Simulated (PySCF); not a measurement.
AlClH₂OS.

```xyz
6

Al     0.3491     0.0288     0.0000
Cl    -0.7167     1.8398     0.0000
O      2.0425    -0.0211     0.0000
H      2.6407     0.7316     0.0000
S     -0.7343    -1.8526     0.0000
H      0.4142    -2.5723     0.0000
```

Coordinates come from a B3LYP-D3(BJ)/def2-SVP optimisation. The values are those of a single conformer.

The numbers are results of PBE0/pcSseg-1 in PySCF, not measurements. Non-relativistic, no solvent.

Computed absolute GIAO shielding of each atom: isotropic value and principal components (ppm):
| atom | σ(iso) | σ11 | σ22 | σ33 | span |
|---|---|---|---|---|---|
| Al1 | 411.9 | 365.3 | 397.5 | 473.0 | 107.7 |
| Cl2 | 946.2 | 861.5 | 893.3 | 1083.9 | 222.4 |
| O3 | 283.0 | 244.5 | 276.0 | 328.6 | 84.1 |
| H4 | 29.0 | 21.2 | 22.7 | 43.0 | 21.8 |
| S5 | 774.3 | 687.4 | 738.8 | 896.8 | 209.4 |
| H6 | 30.5 | 22.4 | 27.1 | 42.1 | 19.7 |
